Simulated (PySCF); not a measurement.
C4H5BF2, SMILES C=C1C[C@@H](F)B1F. Atoms are numbered in the order given.

```xyz
12

C      2.4268    -0.3702    -0.4852
C      1.1523    -0.2075    -0.1153
C      0.3466    -0.7587     1.0574
C     -1.0058    -0.4739     0.3491
F     -2.0145     0.0338     1.1213
B     -0.1646     0.4319    -0.6575
F     -0.4586     1.3973    -1.4999
H      2.8109     0.1008    -1.3954
H      3.1334    -0.9757     0.0940
H      0.4415    -0.1088     1.9446
H      0.5385    -1.7993     1.3653
H     -1.3632    -1.3956    -0.1500
```

Coordinates come from a PBE0-D3(BJ)/def2-SVP optimisation. The structure was generated by enumeration; whether it is a known compound was not checked.

The numbers are results of PBE/pcSseg-1 (PySCF), not measurements.

GIAO shieldings, no solvent; atoms listed in one row are averaged. δ = σ(ref) − σ: ¹³C against TMS (σ = 182.0 ppm); ¹⁹F against CFCl3 (σ = 133.6 ppm); ¹¹B against BF3 (σ = 83.9 ppm); ¹H against TMS (σ = 31.49 ppm), references at their B3LYP-D3(BJ)/def2-TZVP geometries, non-relativistic.

**Question.** Estimate the chemical shifts. (The exact figures need the calculation; the answer reports its results.)

**Answer.** 
| nucleus | atoms | count | δ (ppm) |
|---|---|---|---|
| ¹³C | C2 | 1 | 157.0 |
| ¹³C | C1 | 1 | 139.3 |
| ¹³C | C4 | 1 | 90.7 |
| ¹³C | C3 | 1 | 43.1 |
| ¹⁹F | F7 | 1 | -51.8 |
| ¹⁹F | F5 | 1 | -257.4 |
| ¹¹B | B6 | 1 | 36.0 |
| ¹H | H8 | 1 | 6.53 |
| ¹H | H9 | 1 | 6.37 |
| ¹H | H12 | 1 | 5.26 |
| ¹H | H11 | 1 | 3.39 |
| ¹H | H10 | 1 | 2.87 |
